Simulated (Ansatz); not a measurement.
Geometry optimisation, RKS B3LYP-D4/def2-SVP (Ansatz 0.2.0).

The input (input.yaml):

```yaml
crystal:
  periodic: [false, false, false]
  atoms:
    - { symbol: C, position_ang: [-0.56252, 1.01561, -0.06713] }
    - { symbol: B, position_ang: [0.09247, -0.24623, 0.00432] }
    - { symbol: O, position_ang: [1.44695, -0.54839, 0.3178] }
    - { symbol: Cl, position_ang: [-0.88545, -1.8285, -0.3496] }
    - { symbol: H, position_ang: [-0.05511, 1.95432, 0.12735] }
    - { symbol: H, position_ang: [-1.60924, 1.14809, -0.31566] }
    - { symbol: H, position_ang: [1.91742, 0.26506, 0.49072] }
total_charge: -1
basis:
  gaussian: { orbitals: def2-SVP }
hamiltonian:
  xc: b3lyp
  dispersion: d4
relax:
  f_tol: 0.015
  max_steps: 40
```

Launched with:

```bash
$ ansatz run input.yaml --threads 1 --pin off --max-ram 2048MiB --backend cpu --events-out ev --progress --plain --runs-dir out
```

Task: Where does it end, and by what steps?

Result: The forces met the threshold. Limits of this set-up: an anion without diffuse functions, the dipole of an ion depends on the origin. After 5 steps the energy has fallen by 0.043 eV; Cl4 moved furthest, 0.06 Å.

```
step  energy less start (eV)  largest force component (eV/Å)  accepted
   0                  0.0000                           0.782       yes
   1                 -0.0379                           0.278       yes
   2                 -0.0419                           0.060       yes
   3                 -0.0425                           0.045       yes
   4                 -0.0427                           0.041       yes
   5                 -0.0427                           0.003       yes
```

```xyz
7
Properties=species:S:1:pos:R:3
C -0.561 1.034 -0.065
B 0.086 -0.264 0.002
O 1.436 -0.569 0.313
Cl -0.842 -1.871 -0.342
H -0.019 1.974 0.136
H -1.619 1.178 -0.315
H 1.865 0.279 0.480
```

Whether the end is a true minimum wasn't checked by a vibrational analysis.

Time of the run: 15 s on 1 thread of AMD EPYC 7R13 Processor (Zen 3) (shared host), peak memory 0.25 GiB.
